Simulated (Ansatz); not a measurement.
`C[O][AlH][SH]` + HBr → `C[O][AlH][Br]` + H₂S at 400 K and 1 bar (ligand exchange at the Al–S bond).

Isolated molecules relaxed with PBE0-D4/def2-TZVP in Ansatz; ΔE leaves out vibrations. CCSD(T)/CBS adds triple-zeta CCSD(T) − MP2 to the extrapolated MP2 energy (def2 sets, frozen cores). This one scheme is used for every species. For Br outer-core shells are correlated without core-valence functions, which leaves a few kJ/mol of doubt a bond. Scalar relativity is left out up to krypton. One conformer a species, not always the lowest.

```json
{"species": "`C[O][AlH][SH]`", "CCSD(T)/CBS energy (Eh)": "-756.10453", "H − E (kJ/mol)": "185.1", "S (J/(mol·K))": "380.1"}
{"species": "HBr", "CCSD(T)/CBS energy (Eh)": "-2573.91920", "H − E (kJ/mol)": "27.6", "S (J/(mol·K))": "207.2"}
{"species": "`C[O][AlH][Br]`", "CCSD(T)/CBS energy (Eh)": "-2931.07194", "H − E (kJ/mol)": "160.9", "S (J/(mol·K))": "372.3"}
{"species": "H₂S", "CCSD(T)/CBS energy (Eh)": "-398.97279", "H − E (kJ/mol)": "53.4", "S (J/(mol·K))": "215.9"}
```

H − E and S are ideal-gas, rigid-rotor, harmonic terms from PBE0-D4/def2-TZVP, for one conformer and one mirror image of each species. 1 Eh = 2625.50 kJ/mol, R = 8.31446 J/(mol·K).

Task: By hand: ΔE, ΔH, ΔS and ΔG.

Result: ΔE = (-2931.07194) + (-398.97279) − (-756.10453) − (-2573.91920) = -0.02100 Eh = -55.1 kJ/mol. Δ(H − E) = 160.9 + 53.4 − 185.1 − 27.6 = 1.6, so ΔH = -53.5 kJ/mol. ΔS = 372.3 + 215.9 − 380.1 − 207.2 = 0.9 J/(mol·K). ΔG = -53.5 − 400 × (0.9)/1000 = -53.9 kJ/mol.

Task: By hand: the equilibrium constant, and the temperature at which ΔG would vanish if ΔH and ΔS stayed fixed.

Result: log₁₀ K = −ΔG/(RT ln 10) = 7.0. ΔH and −TΔS have one sign here, so there is no such temperature.

The number of gas molecules stays the same, so ΔS is small and ΔH decides. A doubt of 5 kJ/mol in ΔE shifts log₁₀ K by 0.7 here. Other conformers and mirror images would add mixing entropy, several J/(mol·K) or more a flexible species. Modes under 60 cm⁻¹, often nearly free rotors, make the harmonic entropy too high. These are equilibria of isolated gas molecules and say nothing of rates. Largest T1 diagnostic: 0.012 (customary marks: 0.02 for closed shells, 0.045 for open ones).

ΔS is within the doubt of such terms, so its sign, and with it that verdict, could turn.
